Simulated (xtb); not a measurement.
F₄Sn, singlet, from a rough starting geometry (GFN-xTB shapes and energies of metal compounds can be far from the true ones); xtb 6.7.1 with GFN2-xTB.

Here is a job for xtb.
```
$ xtb mol.xyz --gfn 2 --opt vtight --json

# file mol.xyz
5

F     -0.95027525    -1.51470704    -0.78762871
Sn    -0.01124600    -0.05912765     0.03960446
F     -1.14076442     1.56174419     0.03011064
F      0.60326988    -0.38805783     1.74313972
F      1.55070931     0.35761411    -1.08779828
```

Q: What does xtb print? Leave out banner, timings and long lists.

A: 
```
   ID    Z sym.   atoms
    1    9 F      1, 3-5
    2   50 Sn     2

           -------------------------------------------------
          |                Calculation Setup                |
           -------------------------------------------------

           -------------------------------------------------
          |                 G F N 2 - x T B                 |
           -------------------------------------------------

          ...................................................
          :                      SETUP                      :
          :.................................................:
          :  # basis functions                  26          :
          :  # atomic orbitals                  25          :
          :  # shells                           11          :
          :  # electrons                        32          :
          :  max. iterations                   250          :
          :  Hamiltonian                  GFN2-xTB          :
          :  restarted?                      false          :
          :  GBSA solvation                  false          :
          :  PC potential                    false          :
          :  electronic temp.          300.0000000     K    :
          :  accuracy                    1.0000000          :
          :  -> integral cutoff          0.2500000E+02      :
          :  -> integral neglect         0.1000000E-07      :
          :  -> SCF convergence          0.1000000E-05 Eh   :
          :  -> wf. convergence          0.1000000E-03 e    :
          :  Broyden damping             0.4000000          :
          :  net charge                          0          :
          :  unpaired electrons                  0          :
          ...................................................

 iter      E             dE          RMSdq      gap      omega  full diag
   1    -15.8538737 -0.158539E+02  0.175E+01    3.18       0.0  T
   2    -16.9320417 -0.107817E+01  0.168E+01   16.87       1.0  T
   3    -20.5430864 -0.361104E+01  0.710E+00    4.84       1.0  T
   4    -21.0460094 -0.502923E+00  0.355E+00    3.75       1.0  T
   5    -21.0447063  0.130316E-02  0.232E+00    3.86       1.0  T
   6    -21.0913762 -0.466699E-01  0.611E-01    3.60       1.0  T
   7    -21.0880372  0.333899E-02  0.819E-01    3.50       1.0  T
   8    -21.0905167 -0.247945E-02  0.443E-01    3.52       1.0  T
   9    -21.0927087 -0.219205E-02  0.208E-01    3.56       1.0  T
[...]
         :: total energy             -21.085898511604 Eh    ::
 * total energy  :   -21.0858985 Eh     change       -0.1845990E-10 Eh
 * total energy  :   -21.0882525 Eh     change       -0.2354038E-02 Eh
 * total energy  :   -21.0889785 Eh     change       -0.7259048E-03 Eh
 * total energy  :   -21.0890103 Eh     change       -0.3188853E-04 Eh
 * total energy  :   -21.0890179 Eh     change       -0.7542028E-05 Eh
 * total energy  :   -21.0890198 Eh     change       -0.1901667E-05 Eh
 * total energy  :   -21.0890199 Eh     change       -0.8318208E-07 Eh
   *** GEOMETRY OPTIMIZATION CONVERGED AFTER 7 ITERATIONS ***
         :: total energy             -21.089019869768 Eh    ::
[...]

     #   Z          covCN         q      C6AA      α(0)
     1   9 F        0.710    -0.168    10.920     3.902
     2  50 Sn       2.838     0.672   358.810    37.424
     3   9 F        0.710    -0.168    10.920     3.902
     4   9 F        0.710    -0.168    10.920     3.902
     5   9 F        0.710    -0.168    10.920     3.902

 Mol. C6AA /au·bohr⁶  :        986.552707
 Mol. C8AA /au·bohr⁸  :      69018.583668
 Mol. α(0) /au        :         53.032305

Wiberg/Mayer (AO) data.
largest (>0.10) Wiberg bond orders for each atom

 ---------------------------------------------------------------------------
     #   Z sym  total        # sym  WBO       # sym  WBO       # sym  WBO
 ---------------------------------------------------------------------------
     1   9 F    1.301 --     2 Sn   0.803     5 F    0.166     3 F    0.166
                             4 F    0.166
     2  50 Sn   3.213 --     3 F    0.803     5 F    0.803     1 F    0.803
                             4 F    0.803
     3   9 F    1.301 --     2 Sn   0.803     4 F    0.166     1 F    0.166
                             5 F    0.166
     4   9 F    1.301 --     2 Sn   0.803     3 F    0.166     5 F    0.166
                             1 F    0.166
     5   9 F    1.301 --     2 Sn   0.803     1 F    0.166     4 F    0.166
                             3 F    0.166
 ---------------------------------------------------------------------------

Topologies differ in total number of bonds
Writing topology from bond orders to xtbtopo.mol

molecular dipole:
                 x           y           z       tot (Debye)
 q only:       -0.000      -0.000       0.000
   full:       -0.000      -0.000       0.000       0.002
molecular quadrupole (traceless):
                xx          xy          yy          xz          yz          zz
 q only:        0.001      -0.000       0.001      -0.001      -0.002      -0.002
  q+dip:        0.001       0.000       0.001      -0.001      -0.003      -0.002
   full:        0.002       0.000       0.002      -0.001      -0.004      -0.004

optimized geometry written to: xtbopt.xyz

           -------------------------------------------------
          | TOTAL ENERGY              -21.089019869768 Eh   |
          | GRADIENT NORM               0.000087551329 Eh/α |
          | HOMO-LUMO GAP               3.966871413743 eV   |
           -------------------------------------------------

normal termination of xtb
```
